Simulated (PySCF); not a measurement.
# Spin states of PdO

Unrestricted PBE0; PySCF, scalar-relativistic core potentials, basis sets Pd def2-TZVPP with ECP28, O def2-TZVPP. Outer shells of the fragments: Pd 4d10; O 2s2 2p4.

Followed along the bond (rough minima from three points):

```tsv
2Ms+1	unpaired	⟨S²⟩ at the start	R at minimum (Å)	Te (eV)
3	σ ↑, π ↑	2.01	1.83	0.00
3	π ↑↑	2.03	1.81	0.01
1	σ ↓, π ↑	1.01	1.83	0.16
1	π ↑↓	1.01	1.80	0.40
1	none	0.00	1.77	1.10
1	none	0.52	none in the scan	≤ 1.10
```

Solutions found at the starting distance of 1.785 Å, counted from the lowest of them; the search is not exhaustive and high or unbound solutions are not listed, so other states can lie among these:

```csv
2Ms+1,unpaired,term,E (eV),⟨S²⟩,⟨Lz²⟩,μ (D)
3,π ↑↑,³Σ⁻,0.00,2.03,0.00,-3.65
3,"σ ↑, π ↑",³Π,0.01,2.01,1.03,-4.02
1,"σ ↓, π ↑",mixed,0.17,1.01,1.02,-4.04
1,π ↑↓,mixed,0.39,1.01,2.02,-3.79
1,none,¹Σ⁺,1.09,0.00,0.00,-4.98
1,none,mixed,1.23,0.52,2.01,-4.02
3,"π ↑, δ ↑",mixed,1.49,2.02,5.01,-4.16
1,"π ↑, δ ↓",mixed,1.55,1.02,5.02,-4.07
5,"σ ↑↑, π ↑↑",⁵Σ⁻,1.61,6.02,0.00,0.35
1,"σ ↓↓, π ↑↑",mixed,2.28,2.01,0.00,0.58
```

A term symbol is given only where ⟨S²⟩ and ⟨Lz²⟩ are close to those of a pure state; real π, δ and φ orbitals otherwise mix terms. A positive dipole means Pd(−)O(+).

Spin–orbit coupling is left out. The state is the lowest single determinant that the PBE0 search found; with open d or f shells the true ground state can be another one.
